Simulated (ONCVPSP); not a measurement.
An all-electron radial function and its pseudo partner (gallium (Ga))

Columns: radius, all-electron u(r) and pseudo u(r) of the 3d shell (level -19.15 eV) of gallium in the configuration [Ne] 3s2 3p6 3d10 4s2 4p1; PBE, scalar-relativistic, ONCV scheme, ONCVPSP 4.0.1.

```csv
r (bohr),all-electron,pseudo
0.050,0.0284,0.0076
0.100,0.1437,0.0566
0.150,0.3180,0.1709
0.200,0.5079,0.3476
0.250,0.6837,0.5604
0.300,0.8298,0.7713
0.350,0.9421,0.9464
0.400,1.0207,1.0652
0.450,1.0695,1.1275
0.500,1.0927,1.1434
0.550,1.0958,1.1301
0.600,1.0836,1.1019
0.650,1.0599,1.0673
0.700,1.0283,1.0303
0.750,0.9912,0.9914
0.800,0.9507,0.9506
0.850,0.9083,0.9082
0.900,0.8652,0.8650
0.950,0.8220,0.8218
1.000,0.7795,0.7793
1.050,0.7380,0.7378
1.100,0.6978,0.6977
1.150,0.6592,0.6590
1.200,0.6222,0.6220
1.250,0.5868,0.5867
1.300,0.5532,0.5531
```

(1) How many radial nodes do the two functions have?

(2) At about which radius was the pseudo-wave matched?

(3) Where does each function peak?

(4) Is the pseudo-wave norm-conserving?

Answers

(1) The all-electron 3d function has n − l − 1 = 0; the pseudo-wave has 0.

(2) 0.85 bohr. The columns agree to 0.0005 from 0.75 bohr on; several derivatives are matched, so the curves merge somewhat inside the radius.

(3) Outermost all-electron maximum near 0.55 bohr, pseudo maximum near 0.50 bohr (to the table’s step).

(4) Yes: the ONCV scheme keeps the norm inside the radius equal to the all-electron one, which fixes the energy derivative of the logarithmic derivative at the level.
